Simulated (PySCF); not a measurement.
Input of a run (HF/6-31G* geometry optimisation, gas phase (PySCF 2.14.0)), started from GFN2-xTB:
```
{"job": {"xc": "HF", "basis": "6-31G*", "grid": 1, "kind": "geom"}, "charge": 0, "multiplicity": 1}
C     -1.388214    -0.689204     0.388761
P     -0.027616     0.511682     0.419411
O      0.423876     1.069161     1.689484
O     -0.435685     1.618440    -0.657531
C      1.361123    -0.389337    -0.495079
F      2.383994     0.442922    -0.704578
F      0.981216    -0.862328    -1.687454
F      1.814880    -1.429794     0.207407
H     -1.639543    -0.950461    -0.634799
H     -2.245128    -0.233719     0.879277
H     -1.088349    -1.575981     0.942334
H     -0.139354     2.487933    -0.373259
```

Output (energies in Eh, forces in Eh/bohr):
```
step   0  E = -866.87146997  max force = 0.014865
step   1  E = -866.87149764  max force = 0.006810
step   2  E = -866.87315381  max force = 0.006768
step   3  E = -866.87355563  max force = 0.003562
step   4  E = -866.87361493  max force = 0.001585
step   5  E = -866.87363472  max force = 0.000449
step   6  E = -866.87366319  max force = 0.001907
step   7  E = -866.87367890  max force = 0.001708
step   8  E = -866.87368368  max force = 0.000574
step   9  E = -866.87368473  max force = 0.000065
optimisation converged
```

**Question.** Summarise the run.

**Answer.** The energy falls by 5.8 kJ/mol over 10 energy and gradient evaluations, the largest force component goes from 0.0149 to 6.5e-05 Eh/bohr, and the atoms move by 0.047 Å rms after alignment. The bond that changes most is P2–C5 (phosphoryl phosphorus to CF3 carbon), which shortens by 0.036 Å. Bonds longer at the end by more than 0.005 Å: 0 of 11; shorter: 6. Among the angles that change most is P2–O4–H12, from 110.4° to 112.9°. Among the dihedrals that turn most is O3–P2–O4–H12, from 12° to 23°. The energy never rose by more than 1e-6 Eh on the way. The first step brought 1 % of the lowering.

**Question.** What are the final bond lengths?

**Answer.** C1–P2 1.795 Å, P2=O3 1.456 Å, P2–O4 1.594 Å, P2–C5 1.856 Å, C5–F6 1.319 Å, C5–F7 1.325 Å, C5–F8 1.321 Å, C1–H9 1.083 Å, C1–H10 1.084 Å, C1–H11 1.083 Å, O4–H12 0.953 Å. Numbering counts from 1 in the input's order; the species is `C[P@](=O)(O)C(F)(F)F`.

The run used 124 basis functions and 66 SCF cycles in all. Time: 37 s of wall time; peak memory 0.53 GiB. Hardware: an Arm Neoverse V1 with one thread, on a shared host.

No frequency check. The numbers are those of one conformer.
